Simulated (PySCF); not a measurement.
## Shapes and spin states of FeOBr

Computed with PBE in PySCF with Fe def2-SVP, O def2-SVP, Br def2-SVP; no relativity; density-fitted integrals.

Relaxations began from a few typed shapes and spin states; open shells are unrestricted. The search is not exhaustive: other isomers or separated fragments can lie lower, and high-lying points may rest on an excited occupation.

(1) Which is the lowest minimum found?
A. sextet C∞v: Fe–Br 2.305 Å, Fe–O 1.639 Å; Br–Fe–O 180.0°
B. broken-symmetry Ms = 1/2 (⟨S²⟩ 2.09) C∞v: Fe–Br 2.272 Å, Fe–O 1.581 Å; Br–Fe–O 180.0°
C. sextet Cs: Fe–Br 2.303 Å, Fe–O 1.638 Å; Br–Fe–O 152.6°
D. broken-symmetry Ms = 1/2 (⟨S²⟩ 1.87) Cs: Fe–Br 2.238 Å, Fe–O 1.566 Å; Br–Fe–O 131.3°
E. quartet Cs: Fe–Br 2.243 Å, Fe–O 1.569 Å; Br–Fe–O 123.6°
F. quartet C∞v: Fe–Br 2.282 Å, Fe–O 1.600 Å; Br–Fe–O 180.0°

## Answers

(1) C. The others lie at 2.9 (sextet C∞v, a saddle point), 13.7 (quartet Cs), 35.7 (quartet C∞v, a saddle point), 73.6 (broken-symmetry Ms = 1/2 Cs), 77.9 (broken-symmetry Ms = 1/2 C∞v, a saddle point) kJ/mol above it.

Formally Fe is in oxidation state +3, d5, with 5 unpaired electrons (the high-spin count). The Mulliken spin on Fe is 3.96. The polar-tensor charge on Fe, 0.96, is far below the formal one.

For the lowest minimum: other spin states or occupations of the open shell can lie lower.

The electron or spin density has lower symmetry than the nuclear frame for the quartet C∞v at 35.7 kJ/mol, broken-symmetry Ms = 1/2 (⟨S²⟩ 2.09) C∞v at 77.9 kJ/mol.
